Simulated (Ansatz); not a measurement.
One change: `F/C=N/[SiH2]F` becomes `OC/N=C\F`.

Ansatz, PBE0-D4/def2-TZVP geometries, multiplicity 1. Each molecule was computed in one conformer, which needn't be the lowest.

```
                           property  `F/C=N/[SiH2]F`
HOMO energy (B3LYP/def2-TZVPP) / eV            -8.44
  HOMO energy (PBE/def2-TZVPP) / eV            -7.19
 LUMO energy (PBE0/def2-TZVPP) / eV            -0.90
HOMO–LUMO gap (PBE/def2-TZVPP) / eV             5.20
  LUMO energy (PBE/def2-TZVPP) / eV            -1.99
LUMO energy (B3LYP/def2-TZVPP) / eV            -1.17
```

Problem. Give the same properties after the change, and the shifts. (An estimate is asked.)

Solution. Ansatz gave: 
```
                           property  `OC/N=C\F`  shift
HOMO energy (B3LYP/def2-TZVPP) / eV       -7.96   0.48
  HOMO energy (PBE/def2-TZVPP) / eV       -6.52   0.67
 LUMO energy (PBE0/def2-TZVPP) / eV       -0.30   0.60
HOMO–LUMO gap (PBE/def2-TZVPP) / eV        5.12  -0.08
  LUMO energy (PBE/def2-TZVPP) / eV       -1.40   0.59
LUMO energy (B3LYP/def2-TZVPP) / eV       -0.60   0.57
```

With PBE0 the HOMO rises by 0.50 eV and the LUMO rises by 0.60 eV, so the gap widens by about 0.10 eV. PBE moves the HOMO by 0.67 eV and ωB97M-V by 0.46 eV. The zero-point energy changes by 59.3 kJ/mol with +3 modes.

B3LYP here is the variant with VWN-RPA as its local correlation; programs differ in this.
